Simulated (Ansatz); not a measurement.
```xyz
15

C    -1.679   -0.975   -0.431
N    -0.483   -0.349   -0.953
C     0.113    0.655   -0.073
N     0.968    1.596   -0.758
Si    1.125   -0.044    1.386
H    -1.553   -1.466    0.545
H    -2.462   -0.219   -0.323
H    -2.039   -1.721   -1.142
H     0.202   -1.052   -1.208
H    -0.728    1.218    0.350
H     0.486    1.979   -1.565
H     1.809    1.146   -1.098
H     0.423   -1.196    2.016
H     2.413   -0.544    0.823
H     1.406    0.973    2.431
```

The species carries charge 0 and has multiplicity 1.

List the B3LYP/def2-TZVPP orbital energies in eV (Ansatz 0.2.0). (An estimate is asked.)

The calculation gave: Occupied: -1798.63, -389.34, -389.17, -278.02, -277.35, -143.21, -98.53, -98.52, -98.50, -25.31, -23.50, -18.66, -17.23, -14.92, -13.42, -13.14, -12.47, -11.81, -10.81, -10.41, -9.52, -9.33, -9.05, -7.08, -6.15. Lowest empty: 0.34, 0.90, 1.07, 1.33, 1.50, 1.78, 2.08, 2.80.

B3LYP here is the variant with VWN-RPA as its local correlation; programs differ in this.
